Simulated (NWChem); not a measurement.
System: BeHOI; SMILES [OH][Be][I]

Parts of the log:

```
             Northwest Computational Chemistry Package (NWChem) 7.3.0
             --------------------------------------------------------

 CS  symmetry detected

                             Geometry "geometry" -> ""
                             -------------------------

 Output coordinates in angstroms (scale by  1.889725989 to convert to a.u.)

  No.       Tag          Charge          X              Y              Z
 ---- ---------------- ---------- -------------- -------------- --------------
    1 Be                   4.0000     0.00476683     1.54852634     0.00000000
    2 I                   53.0000     0.00224246    -0.63459776     0.00000000
    3 O                    8.0000     0.03572900     2.95505623     0.00000000
    4 H                    1.0000    -0.42374984     3.79912600     0.00000000

 Effective nuclear repulsion energy (a.u.)     137.5519458228

      Symmetry information
      --------------------

 Group name             Cs
 Group number              2
 Group order               2
 No. of unique centers     4

                                Z-matrix (autoz)
                                --------

 Units are Angstrom for bonds and degrees for angles

      Type          Name      I     J     K     L     M      Value
      ----------- --------  ----- ----- ----- ----- ----- ----------
    1 Stretch                  1     2                       2.18313
    2 Stretch                  1     3                       1.40687
    3 Stretch                  3     4                       0.96103
    4 Bend                     1     3     4               150.17678
    5 Bend                     2     3     4               150.90337
    6 Torsion                  2     1     4     3         180.00000

                           NWChem Geometry Optimization
                           ----------------------------

 maximum gradient threshold         (gmax) =   0.000450
 rms gradient threshold             (grms) =   0.000300
 maximum cartesian step threshold   (xmax) =   0.001800
 rms cartesian step threshold       (xrms) =   0.001200
 fixed trust radius                (trust) =   0.300000
 source of zmatrix                         =   autoz

          -------------------
          Energy Minimization
          -------------------

 Using diagonal initial Hessian
 Scaling for Hessian diagonals: bonds = 1.00  angles = 0.25  torsions = 0.10

          --------
          Step   0

[...]

      ----------------------
      Optimization converged
      ----------------------

  Step       Energy      Delta E   Gmax     Grms     Xrms     Xmax
  ---- ---------------- -------- -------- -------- -------- --------
@   12    -388.28052738 -2.0D-08  0.00001  0.00000  0.00023  0.00052
                                     ok       ok       ok       ok

                                Z-matrix (autoz)
                                --------

 Units are Angstrom for bonds and degrees for angles

      Type          Name      I     J     K     L     M      Value     Gradient
      ----------- --------  ----- ----- ----- ----- ----- ---------- ----------
    1 Stretch                  1     2                       2.17332    0.00000
    2 Stretch                  1     3                       1.38139    0.00000
    3 Stretch                  3     4                       0.94996    0.00001
    4 Bend                     1     3     4               179.80656   -0.00000
    5 Bend                     2     3     4               179.80918   -0.00000
    6 Torsion                  2     1     4     3         179.99979    0.00000

                         Geometry "geometry" -> "geometry"
                         ---------------------------------

 Output coordinates in angstroms (scale by  1.889725989 to convert to a.u.)

[...]

 Rotational Constants
 --------------------
 A= ********** cm-1  (********** K)
 B=   0.075854 cm-1  (  0.109134 K)
 C=   0.075854 cm-1  (  0.109134 K)

 Temperature                      =   298.15K
 frequency scaling parameter      =   1.0000

 Zero-Point correction to Energy  =    9.501 kcal/mol  (  0.015141 au)
 Thermal correction to Energy     =   12.487 kcal/mol  (  0.019899 au)
 Thermal correction to Enthalpy   =   13.079 kcal/mol  (  0.020843 au)

 Total Entropy                    =   58.919 cal/mol-K
   - Translational                =   40.966 cal/mol-K (mol. weight = 152.9153)
   - Rotational                   =   10.808 cal/mol-K (symmetry #  =        1)
   - Vibrational                  =    7.145 cal/mol-K

 Cv (constant volume heat capacity) =   12.934 cal/mol-K
   - Translational                  =    2.979 cal/mol-K
   - Rotational                     =    2.979 cal/mol-K
   - Vibrational                    =    6.975 cal/mol-K

[normal modes left out]

 ----------------------------------------------------------------------------
 Normal Eigenvalue ||           Projected Infra Red Intensities
  Mode   [cm**-1]  || [atomic units] [(debye/angs)**2] [(KM/mol)] [arbitrary]
 ------ ---------- || -------------- ----------------- ---------- -----------
    1       -0.000 ||    0.006751           0.156         6.581       0.622
    2       -0.000 ||    0.163858           3.780       159.737      15.106
    3       -0.000 ||    0.000007           0.000         0.007       0.001
    4        0.000 ||    0.001135           0.026         1.106       0.105
    5        0.000 ||    0.000218           0.005         0.212       0.020
    6        0.000 ||    0.000000           0.000         0.000       0.000
    7      133.415 ||    0.162025           3.738       157.950      14.937
    8      269.707 ||    0.050070           1.155        48.811       4.616
    9      270.377 ||    0.042844           0.988        41.767       3.950
   10      378.112 ||    0.008146           0.188         7.941       0.751
   11     1466.157 ||    0.432117           9.969       421.249      39.836
   12     4131.529 ||    0.434509          10.024       423.581      40.057
 ----------------------------------------------------------------------------
```

Level: CAM-B3LYP/def2-SVP with def2 effective core potentials on I. def2 effective core potentials on I; no spin-orbit coupling.

Q: Write an input that gives this output.

A: Several could match; the one computed here: the input that was run:
```
start job
memory heap 200 mb stack 900 mb global 1100 mb
geometry units angstroms
  Be     0.025795     1.569629    -0.000000
  I     -0.033211    -0.612699     0.000000
  O      0.093137     2.974887     0.000000
  H     -0.344350     3.830562     0.000000
end
basis spherical
  * library def2-svp
end
ecp
  I library def2-ecp
end
dft
  xc xcamb88 1.00 lyp 0.81 vwn_5 0.19 hfexch 1.00
  cam 0.33 cam_alpha 0.19 cam_beta 0.46
  iterations 150
end
driver
  maxiter 120
end
task dft optimize
dft
  grid fine
  convergence energy 1d-8 density 1d-7
end
task dft freq numerical
```
